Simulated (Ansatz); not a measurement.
Calculated with Ansatz (gas phase, PBE0-D4/def2-TZVP geometries, no zero-point term in ΔE). CCSD(T)/CBS is the MP2 limit (def2-TZVPP, def2-QZVPP) plus CCSD(T) − MP2 in def2-TZVPP, frozen cores. DFT in def2-TZVPP. HSE06 is defined as in plane-wave codes. For Ga outer-core shells are correlated without core-valence functions, which leaves a few kJ/mol of doubt a bond. Scalar relativity is left out up to krypton. One conformer a species, not always the lowest.

Consider the redistribution: `C[SiH](S)CF` + `[F][Ga]([SiH3])[Cl]` → `FC[SiH2]S` + `C[SiH2][Ga]([F])[Cl]`.

Problem. Is it downhill or uphill in electronic energy at CCSD(T)/CBS, and by how much? (An estimate is asked.)

Solution. Computed: Uphill: ΔE = +1.8 kcal/mol.

Problem. What do these levels give: LDA (SPW92), PBE-D4, revPBE-D4, r2SCANh-D4, HSE06-D4, B2PLYP, PBE-QIDH, PBE0, r2SCANh, CCSD/def2-SVP, CCSD(T)/def2-SVP, CCSD(T)/def2-TZVPP? (An estimate is asked.)

Solution. The calculation gave: LDA (SPW92) 1.7, PBE-D4 1.4, revPBE-D4 1.5, r2SCANh-D4 1.8, HSE06-D4 1.6, B2PLYP 1.5, PBE-QIDH 1.7, PBE0 1.4, r2SCANh 1.7, CCSD/def2-SVP 1.9, CCSD(T)/def2-SVP 2.0, CCSD(T)/def2-TZVPP 1.9 kcal/mol.

Largest T1 diagnostic among the species: 0.013.

Leaving LDA and LC-ωPBE aside and taking each functional with its dispersion term where it has one, the values, not all of them listed here, spread over 0.4 kcal/mol, from BLYP-D4 to ωB97M-V.
